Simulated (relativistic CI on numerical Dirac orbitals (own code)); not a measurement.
**Pd²⁺ (4d8) in a crystal field**

Calculated by Dirac-Coulomb-Breit CI, KLI orbitals optimised for each configuration, a model potential for QED, one configuration in a parametric crystal field, unscaled Slater integrals (own radial code). With so little scaling, terms lie 10 to 35 % too far apart, which can change the order of excited levels.

Field parameters in Wybourne normalisation: Td as Oh with Dq negative (B⁴₀ = 21Dq, B⁴₄ = √(5/14) B⁴₀). The field is a parameter set, without covalency.

S is read from ⟨S²⟩ = S(S + 1).

Levels (cm⁻¹, degeneracy): 0 (1), 738 (3), 1821 (2), 2721 (3), 6424 (3), 6687 (3), 7409 (2), 7449 (1), 12114 (3), 15614 (2), 15818 (3), 20114 (3).

Task: Which field gives this pattern?
A. Td, 10Dq = -8000 cm⁻¹
B. Td, 10Dq = -5250 cm⁻¹
C. Td, 10Dq = -6350 cm⁻¹

Result: B. Td, 10Dq = -5250 cm⁻¹, ground level with S = 1.00.
